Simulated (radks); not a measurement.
Tb X, 56 electrons, occupied as [Kr] 4d10 4f(5/2: 5, 7/2: 0) 5s2 5p(1/2: 1, 3/2: 2) (not the ground configuration). Calculated with a radial shooting solver on a logarithmic mesh with Libxc functionals: Dirac Kohn-Sham, PBE, spin-unpolarised, spherical densities, finite nucleus; Fermi nuclear charge, rms radius 5.06 fm. Some entries of the table are withheld. Estimate them.

orbital  occ.  eigenvalue (hartree)  <1/r> (bohr^-1)  <r^2> (bohr^2)
1s1/2       2             -1909.494            73.09       0.0006317
2s1/2       2             -321.4758            17.47        0.009832
2p1/2       2                   (1)            17.45        0.007126
2p3/2       4                   (2)            15.35        0.008357
3s1/2       2             -76.14435            6.377             (3)
3p1/2       2             -69.32919              (4)         0.06080
3p3/2       4             -63.66723              (5)         0.06780
3d3/2       4             -51.91757            5.638         0.05395
3d5/2       6             -50.68333            5.506         0.05590
4s1/2       2             -19.87132            2.689          0.3251
4p1/2       2             -17.18602            2.587          0.3396
4p3/2       4             -15.89035            2.409          0.3754
4d3/2       4             -11.44795            2.207          0.4174
4d5/2       6             -11.20737            2.164          0.4304
5s1/2       2              -6.68419            1.161           1.517
4f5/2       5              -5.84315            1.782          0.5709
4f7/2       0              -5.80301            1.767          0.5792
5p1/2       1              -5.79564            1.081           1.721
5p3/2       2              -5.52433            1.026           1.873

Answer. 
(1) 2p1/2 eigenvalue (hartree): -305.8087
(2) 2p3/2 eigenvalue (hartree): -278.3788
(3) 3s1/2 <r^2> (bohr^2): 0.06538
(4) 3p1/2 <1/r> (bohr^-1): 6.292
(5) 3p3/2 <1/r> (bohr^-1): 5.760
